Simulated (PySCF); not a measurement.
**How methods differ on the ionisation energy of Ge+**

Ge+ [Ar] 3d10 4s2 4p1 (2P) → Ge(2+) [Ar] 3d10 4s2 (1S), as a difference of total energies. Computed with PySCF 2.14 in aug-cc-pVDZ-PP with ECP10MDF, with a scalar-relativistic core potential. Correlated levels: valence: 3s2 3p6 3d10 frozen. The calculations carry no spin-orbit coupling.

```
           method  ionisation energy (eV)
              UHF                  15.220
            M06-L                  15.406
            B3LYP                  15.777
    MP2 (valence)                  15.375
SCS-MP2 (valence)                  15.356
   CCSD (valence)                  15.451
CCSD(T) (valence)                  15.464
```

Errors of the correlated levels include the incompleteness of this basis and the frozen core.

Task: Which method comes closest to the reference value, and which is furthest?

Result: The reference is 15.789 eV (measured; NIST levels, between the centres of gravity of the two terms). Closest: B3LYP (error -0.012 eV); furthest: UHF (error -0.569 eV).
